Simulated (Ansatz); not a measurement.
Basis-set series for `CC#[C][GeH2][Cl]`. Charge 0, multiplicity 1. Geometry: relaxed with PBE0-D4/def2-TZVP.

| functional | basis | functions | energy (Eh) | HOMO (eV) | LUMO (eV) |
| --- | --- | --- | --- | --- | --- |
| PBE0-D4 | def2-TZVPP | 253 | -2654.01863 | -7.94 | -0.55 |
| PBE0-D4 | def2-QZVPP | 480 | -2654.08328 | -7.95 | -0.65 |
| ωB97M-V | def2-TZVPP | 253 | -2654.37759 | -10.15 | 1.41 |
| ωB97M-V | def2-QZVPP | 480 | -2654.44000 | -10.16 | 1.14 |

Question: Give the rows for def2-SVP. (Best estimate.)

Answer: Computed: 
| functional | basis | functions | energy (Eh) | HOMO (eV) | LUMO (eV) |
| --- | --- | --- | --- | --- | --- |
| PBE0-D4 | def2-SVP | 117 | -2653.46900 | -7.89 | -0.40 |
| ωB97M-V | def2-SVP | 117 | -2653.82400 | -10.07 | 1.63 |

Positive LUMOs are unbound and depend on the basis. Scalar relativity is left out up to krypton.
